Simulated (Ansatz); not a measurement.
Which method gave which barrier?

Saddle point of BNH$_{2}$ClF, closed shell (BNH₂ClF ([NH2][B]([F])[Cl]) → BNHF ([NH][B][F]) + HCl; bonds formed: Cl2–H4; bonds broken: B1–Cl2, N3–H4), PBE0-D4/def2-TZVP structure:

```
6
angstrom
B 0.6714 -0.3435 -0.0658
Cl -0.1179 1.9671 0.5243
N -0.5817 -0.6318 -0.1929
H -0.8200 0.7545 0.1704
F 1.9479 -0.2905 -0.0010
H -1.0998 -1.4557 -0.4349
```

Computed with Ansatz 0.2.0 (basis: def2-TZVPP, with def2-QZVPP for the basis limit); correlated methods freeze the cores. B3LYP uses VWN-RPA correlation. Extrapolation: Hartree–Fock as exp(−7.88 √X), correlation as X^−2.97. Four methods, as single points on the PBE0-D4 structures, gave these electronic barriers from the start structure: 284.2, 300.4, 312.9, 357.3 kJ/mol.

The methods were, in alphabetical order, B3LYP-D4, HF, MP2, PBE-D4. Which gave which? (A judgement: the text doesn't fix the answer.)

The calculation gives: PBE-D4 284.2; B3LYP-D4 300.4; MP2 312.9; HF 357.3 kJ/mol. For comparison, CCSD(T) at an estimated basis limit (MP2 extrapolated from triple and quadruple zeta, plus CCSD(T) − MP2 in triple zeta) gives 314.8 kJ/mol.

No T1 diagnostic of these runs exceeds 0.015.

Labels in which every atom is bracketed show which atoms are joined, not bond orders.

For scale, one of the runs: CCSD(T)/def2-TZVPP, 163 basis functions, launched by `ansatz run in.yaml --threads 2 --pin off --events-out ev --progress --plain --max-ram 4352MiB`. Time: 25 s of wall clock on 2 CPU threads of an Arm Neoverse V2; the host was shared. Peak host memory: 1.3 GiB.
